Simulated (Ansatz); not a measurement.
A nudged elastic band was laid between two geometries of F₄H₄OSiTi (11 atoms, charge 0, multiplicity 1).

Method: RKS PBE/def2-SVP (Ansatz).

```json
{
  "movable images": "5",
  "climbing image": "yes",
  "spring": "5.0 eV/Å²",
  "optimiser": "quadratic models (default)",
  "start path": "through a guess of the saddle point",
  "force threshold": "0.03 eV/Å",
  "iteration limit": "60",
  "end points": "relaxed"
}
```

Initial state:

```xyz
11
Properties=species:S:1:pos:R:3
Ti 0.023 0.088 -0.004
F 0.295 -0.189 1.727
F 1.680 0.016 -0.563
F -0.416 1.725 -0.438
F -0.685 -1.175 -1.036
O -2.119 -0.061 0.848
Si -3.377 -1.007 0.148
H -3.054 -2.470 0.200
H -4.617 -0.746 0.955
H -3.534 -0.510 -1.249
H -2.023 -0.105 1.819
```

Final state:

```xyz
11
Properties=species:S:1:pos:R:3
Ti -0.277 0.042 -0.233
F -0.339 0.676 2.059
F 1.145 -0.851 0.254
F -0.011 1.748 -0.507
F -0.596 -0.572 -1.840
O -1.882 -0.429 0.568
Si -3.351 -1.170 0.130
H -3.111 -2.623 -0.162
H -4.286 -1.026 1.295
H -3.918 -0.483 -1.077
H -1.201 0.256 1.920
```

Task: What changes between the two ends?

Result: Bonds broken: O6–H11. Bonds formed: F2–H11.

Task: Give the energies along the band, and the barrier.

Result: It converged. The highest image is number 4 of 0 to 6, 12.6 kcal/mol above the first end and 2.3 kcal/mol above the last; the last end lies 10.3 kcal/mol above the first. A vibrational analysis at the climbing image gives one clearly imaginary mode, 397i cm⁻¹: a first-order saddle point. The orbitals stay closed-shell, which can raise the energy where a bond breaks towards radicals; this wasn't checked here.

```csv
image,path coordinate (Å),energy (kcal/mol),O6–H11 (Å),F2–H11 (Å)
0,0.00,0.0,0.98,2.32
1,0.75,0.8,0.98,2.26
2,1.49,2.4,0.98,2.19
3,2.24,4.0,0.98,1.90
4,2.99,12.6,1.23,1.14
5,3.32,10.9,1.50,1.00
6,3.65,10.3,1.66,0.97
```

Task: What is the geometry of the highest image?

Result: 
```xyz
11
Properties=species:S:1:pos:R:3
Ti -0.191 0.100 -0.115
F -0.378 0.667 1.880
F 1.243 -0.830 0.222
F 0.170 1.726 -0.627
F -0.748 -0.639 -1.611
O -1.939 -0.345 0.683
Si -3.351 -1.157 0.177
H -3.006 -2.565 -0.207
H -4.294 -1.151 1.344
H -3.954 -0.425 -0.984
H -1.380 0.187 1.646
```

Task: What are the harmonic wavenumbers there?

Result: 397i, 42, 57, 84, 89, 181, 192, 226, 230, 276, 435, 465, 685, 690, 711, 739, 806, 888, 909, 918, 936, 1014, 1049, 1746, 2187, 2198, 2202 cm⁻¹.

The run took 6.5 min on 4 threads of Arm Neoverse V1 (shared host), peak memory 0.23 GiB.
